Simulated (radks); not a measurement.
Pd XXIII, 24 electrons, occupied as [Ar] 3d6 (the NIST ground configuration).

All-electron calculation, non-relativistic Kohn-Sham, PBE, spin-polarised, spherical densities, point nucleus; open shells are filled with parallel spins first (spin-orbit coupling, left out, can overturn this in heavy ions); relativity is left out, which matters for an element this heavy. Program: a radial shooting solver on a logarithmic mesh with Libxc functionals.

Energy parts (eV):
total: -127323.861
kinetic: 127291.822
electron-nucleus: -283517.578
Hartree: 32022.511
exchange-correlation: -3120.616

Orbitals (lengths in bohr, moments of r in powers of bohr):
orbital,occ.,eigenvalue (eV),<r^2>,<1/r>
1s up,1,-24232.47,0.001466,45.48
1s down,1,-24232.40,0.001466,45.48
2s up,1,-4142.496,0.02411,10.36
2s down,1,-4132.399,0.02405,10.38
2p up,3,-3906.825,0.01825,10.35
2p down,3,-3899.530,0.01818,10.37
3s up,1,-1300.200,0.1577,3.879
3s down,1,-1289.370,0.1587,3.860
3p up,3,-1208.827,0.1503,3.813
3p down,3,-1197.401,0.1515,3.792
3d up,5,-1048.438,0.1237,3.686
3d down,1,-1034.546,0.1253,3.669

The highest occupied level is 3d down at -1034.5 eV. The spin density at the nucleus is -3.77 e/bohr^3 (1s -0.46, 2s -10.99, 3s 7.68). For comparison, the ionisation energy in NIST's Atomic Spectra Database is 1065 eV (theoretical). In exact Kohn-Sham theory the highest level is minus the ionisation energy, but local and semilocal functionals leave it too shallow, through self-interaction and a potential that decays too fast; potentials with the right tail come closer. The density falls to 0.001 e/bohr^3 at r = 1.10 bohr. The electron density at the nucleus is 6.819e+04 e/bohr^3. Summed over all electrons, <r^2> = 2.126 bohr^2, which gives a Langevin (diamagnetic) susceptibility term of -1.68 x 10^-6 cm^3/mol. Virial ratio -V/T = 2.00025.
